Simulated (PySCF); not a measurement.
# Magnetic susceptibility: `C=CC1=C(NC=O)CCO1`, C$_{7}$H$_{9}$NO$_{2}$

Molfile (atoms numbered from 1):
```
C7H9NO2
     RDKit          3D

 19 19  0  0  0  0  0  0  0  0999 V2000
    3.1928   -0.1722    0.4464 C   0  0  0  0  0  0  0  0  0  0  0  0
    2.0759    0.2104   -0.1675 C   0  0  0  0  0  0  0  0  0  0  0  0
    0.7543   -0.1674    0.2659 C   0  0  0  0  0  0  0  0  0  0  0  0
   -0.4463    0.1662   -0.2549 C   0  0  0  0  0  0  0  0  0  0  0  0
   -0.6745    0.9762   -1.3607 N   0  0  0  0  0  0  0  0  0  0  0  0
   -1.8842    1.3032   -1.8787 C   0  0  0  0  0  0  0  0  0  0  0  0
   -2.9609    0.9457   -1.4739 O   0  0  0  0  0  0  0  0  0  0  0  0
   -1.5477   -0.4707    0.5443 C   0  0  0  0  0  0  0  0  0  0  0  0
   -0.7418   -1.2299    1.6111 C   0  0  0  0  0  0  0  0  0  0  0  0
    0.6414   -0.9834    1.3648 O   0  0  0  0  0  0  0  0  0  0  0  0
    3.1523   -0.7981    1.3199 H   0  0  0  0  0  0  0  0  0  0  0  0
    4.1643    0.1270    0.0949 H   0  0  0  0  0  0  0  0  0  0  0  0
    2.1197    0.8407   -1.0463 H   0  0  0  0  0  0  0  0  0  0  0  0
    0.1534    1.3452   -1.8060 H   0  0  0  0  0  0  0  0  0  0  0  0
   -1.7660    1.9678   -2.7558 H   0  0  0  0  0  0  0  0  0  0  0  0
   -2.1566   -1.1317   -0.0733 H   0  0  0  0  0  0  0  0  0  0  0  0
   -2.2132    0.2794    0.9733 H   0  0  0  0  0  0  0  0  0  0  0  0
   -0.9683   -0.8878    2.6256 H   0  0  0  0  0  0  0  0  0  0  0  0
   -0.9043   -2.3112    1.5635 H   0  0  0  0  0  0  0  0  0  0  0  0
  1  2  2  0
  2  3  1  0
  3  4  2  0
  4  5  1  0
  5  6  1  0
  6  7  2  0
  4  8  1  0
  8  9  1  0
  9 10  1  0
 10  3  1  0
  1 11  1  0
  1 12  1  0
  2 13  1  0
  5 14  1  0
  6 15  1  0
  8 16  1  0
  8 17  1  0
  9 18  1  0
  9 19  1  0
M  END
```

Level of theory: PySCF, GIAO wB97X-D/pcSseg-1 magnetisability, rotational g tensor and spin-rotation constants, non-relativistic, gas phase. Geometry: GFN2-xTB.

**Question.** What are the magnetisability and the molar susceptibility?

**Answer.** Isotropic -1240 × 10⁻³⁰ J/T², or -74.7 × 10⁻⁶ cm³/mol; principal values -1421, -1216, -1083 × 10⁻³⁰ J/T², anisotropy 295 × 10⁻³⁰ J/T² (root of half the summed squared differences of the principal values). The susceptibility is in cgs units.

**Question.** Split it along the inertial axes a, b, c into diamagnetic and paramagnetic parts about the centre of mass, with the quadrupole moment.

**Answer.** 
| axis | χ (10⁻⁶ cm³/mol) | diamagnetic (10⁻⁶ cm³/mol) | paramagnetic (10⁻⁶ cm³/mol) | summed x² of all electrons (Å²) | quadrupole Θ (D Å) |
| --- | --- | --- | --- | --- | --- |
| a | -73.2 | -620.6 | 547.3 | 308.8 | -16.54 |
| b | -65.2 | -1377.1 | 1311.9 | 130.5 | +18.42 |
| c | -85.6 | -1863.6 | 1778.0 | 15.8 | -1.88 |

Anisotropies 2χaa − χbb − χcc = +4.3 and 2χbb − χaa − χcc = +28.4 × 10⁻⁶ cm³/mol. Θ is traceless in Buckingham's convention.

**Question.** And the rotational g tensor?

**Answer.** 
```
axis  rotational constant (GHz)        g  nuclear part  electronic part
   a                     2.4471  -0.0257        0.6035          -0.6292
   b                     0.9243  -0.0221        0.5475          -0.5697
   c                     0.6766  -0.0059        0.5592          -0.5651
```
Asymmetric top; isotopes 12C, 1H, 14N, 16O; no vibrational averaging.
